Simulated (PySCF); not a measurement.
FH₅N₂OSiW, SMILES [NH]=[W]([F])(=[NH])[O][SiH3], multiplicity 1.

The structure is a stationary point at PBE0-D3(BJ)/def2-SVP. The spin state was assumed, not searched. The def2 effective core potentials stand for the cores of W; spin–orbit coupling is left out. One conformer was computed; it need not be the lowest.

Calculation: r2SCAN/def2-TZVP (PySCF).

Symmetry labels are those of the subgroup Cs that the program uses (full group Cs).

Problem. List the valence orbital energies around the gap with their symmetry. (The exact figures need the calculation; the answer reports its results.)

Solution. 
```json
[
 {"orbital": "HOMO−7", "symmetry": "A\"", "energy (eV)": "-10.09"},
 {"orbital": "HOMO−6", "symmetry": "A'", "energy (eV)": "-10.06"},
 {"orbital": "HOMO−5", "symmetry": "A\"", "energy (eV)": "-8.58"},
 {"orbital": "HOMO−4", "symmetry": "A'", "energy (eV)": "-8.52"},
 {"orbital": "HOMO−3", "symmetry": "A'", "energy (eV)": "-7.98"},
 {"orbital": "HOMO−2", "symmetry": "A\"", "energy (eV)": "-7.45"},
 {"orbital": "HOMO−1", "symmetry": "A'", "energy (eV)": "-7.30"},
 {"orbital": "HOMO", "symmetry": "A\"", "energy (eV)": "-6.75"},
 {"orbital": "LUMO", "symmetry": "A'", "energy (eV)": "-1.87"},
 {"orbital": "LUMO+1", "symmetry": "A\"", "energy (eV)": "-1.29"},
 {"orbital": "LUMO+2", "symmetry": "A'", "energy (eV)": "-1.03"},
 {"orbital": "LUMO+3", "symmetry": "A'", "energy (eV)": "-0.67"}
]
```
